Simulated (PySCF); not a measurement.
A GIAO shielding run with PySCF 2.14 (density fitting, non-relativistic, gas phase) on `CN(C)[SiH2][C@@H](F)CC[SiH3]`, C₅H₁₆FNSi₂:

```
$ OMP_NUM_THREADS=1 python probes_run.py task.json out

{"job": {"kind": "nmr", "xc": "PBE0", "basis": "pcSseg-1"}, "charge": 0, "multiplicity": 1}
C     -3.472642     1.073218    -0.064326
N     -2.424485     0.146420     0.283550
C     -2.951285    -1.151943     0.639443
Si    -0.842383     0.373407    -0.342535
C      0.325662    -0.733473     0.699974
F      0.348933    -2.012542     0.135192
C      1.756958    -0.228293     0.810827
C      2.408624     0.033376    -0.541834
Si     4.241048     0.513372    -0.391332
H     -4.024031     0.745619    -0.953275
H     -4.180868     1.158478     0.763849
H     -3.044583     2.050799    -0.265393
H     -3.589970    -1.059794     1.522785
H     -2.141948    -1.840338     0.860709
H     -3.552689    -1.576023    -0.172558
H     -0.531607     1.785157    -0.096051
H     -0.645456     0.029739    -1.761273
H     -0.073362    -0.885573     1.710915
H      1.736836     0.689084     1.402086
H      2.346649    -0.968848     1.359819
H      2.306947    -0.863804    -1.155042
H      1.858338     0.824676    -1.054347
H      4.780425     0.803595    -1.720948
H      4.360356     1.702909     0.456227
H      4.993597    -0.585075     0.218750
```

Hardware: 1 thread of an Intel Xeon, shared host. The job also computes population analyses, field gradients.

Question: How large is the calculation?

Answer: 90 electrons, 247 basis functions and 1322 auxiliary functions.

Question: How long does it take, and how much memory does it need?

Answer: 70 s of wall time, with 13 SCF cycles and 4 response iterations; peak memory 1.1 GiB. Times on a shared host scatter by some tens of per cent.
